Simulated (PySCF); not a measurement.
A GIAO shielding run with PySCF 2.14.0 with density-fitted response routines (density fitting, non-relativistic, gas phase) on SMILES ClCC[SiH]1C=CC=C1, C$_{6}$H$_{9}$ClSi:

```
$ OMP_NUM_THREADS=1 python probes_run.py task.json out

{"job": {"kind": "nmr", "xc": "PBE0", "basis": "pcSseg-1"}, "charge": 0, "multiplicity": 1}
Cl     2.372672     1.892488    -0.130771
C      2.709898     0.148974    -0.005431
C      1.498401    -0.644736    -0.437245
Si    -0.074584    -0.027902     0.455025
C     -1.530290    -1.214856     0.268009
C     -2.528216    -0.579516    -0.355024
C     -2.272934     0.797458    -0.750788
C     -1.066896     1.292853    -0.451164
H      3.585011    -0.048613    -0.626163
H      2.954221    -0.039282     1.039775
H      1.682932    -1.695119    -0.213455
H      1.372710    -0.562078    -1.516551
H      0.220686     0.297756     1.854976
H     -1.620887    -2.233282     0.605310
H     -3.487074    -1.026058    -0.579947
H     -3.045839     1.354010    -1.262443
H     -0.776810     2.299934    -0.695679
```

Hardware: 1 thread of an Arm Neoverse V1, shared host. The job also computes population analyses, field gradients, ring-centre shieldings.

Q: How large is the calculation?

A: 76 electrons, 195 basis functions and 1054 auxiliary functions.

Q: How long does it take, and how much memory does it need?

A: 60 s of wall time, with 13 SCF cycles and 5 response iterations; peak memory 0.79 GiB. Times on a shared host scatter by some tens of per cent.
